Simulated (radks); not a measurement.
Nb3+, configuration [Kr] 5p2 (not the ground configuration). Method: scalar-relativistic Kohn-Sham, r2SCAN, spin-polarised, spherical densities, finite nucleus; open shells are filled with parallel spins first (spin-orbit coupling, left out, can overturn this in heavy ions); meta-GGA in the generalised Kohn-Sham scheme; Fermi nuclear charge, rms radius 4.324 fm; computed with a radial shooting solver on a logarithmic mesh with Libxc functionals. Some entries of the table are withheld. Estimate them.

orbital,occ.,eigenvalue (eV),<1/r> (bohr^-1)
1s up,1,-18894.10,42.39
1s down,1,-18894.01,42.39
2s up,1,-2692.914,9.542
2s down,1,-2692.892,9.542
2p up,3,-2406.792,9.272
2p down,3,-2406.724,9.272
3s up,1,-491.0001,3.264
3s down,1,-490.9283,3.263
3p up,3,-396.5211,3.096
3p down,3,-396.4295,3.096
3d up,5,(1),2.855
3d down,5,(2),2.856
4s up,1,-101.3054,(3)
4s down,1,-101.0481,(4)
4p up,3,-75.5484,1.080
4p down,3,-75.3247,1.078
5p up,2,-24.5119,0.4250

Answer. 
(1) 3d up eigenvalue (eV): -242.6656
(2) 3d down eigenvalue (eV): -242.5600
(3) 4s up <1/r> (bohr^-1): 1.201
(4) 4s down <1/r> (bohr^-1): 1.196
